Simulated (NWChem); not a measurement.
Molecule: AlHSCl₂; SMILES [SH][Al]([Cl])[Cl]

```xyz
5

Al     0.0083    -0.0221     0.0000
Cl     1.5507    -1.4269     0.0000
Cl    -1.9820    -0.6628     0.0000
S      0.5013     2.0844     0.0000
H     -0.7979     2.4611     0.0000
```
Atoms are numbered in this order, from 1.

Results from NWChem. The geometry was optimised at PBE0/def2-SVP. B3LYP is NWChem's, with the RPA form of VWN correlation. Vertical excitations in the gas phase.

Task: Predict the results for B3LYP/def2-SVP, full TDDFT. Quantities: lowest excitation, singlet (eV); oscillator strength of that lowest state; lowest state with f > 0.02, singlet (eV); oscillator strength of that bright state; orbital gap (eV).

Result: lowest excitation, singlet (eV): 5.67
oscillator strength of that lowest state: 0.021
lowest state with f > 0.02, singlet (eV): 5.67
oscillator strength of that bright state: 0.021
orbital gap (eV): 6.74
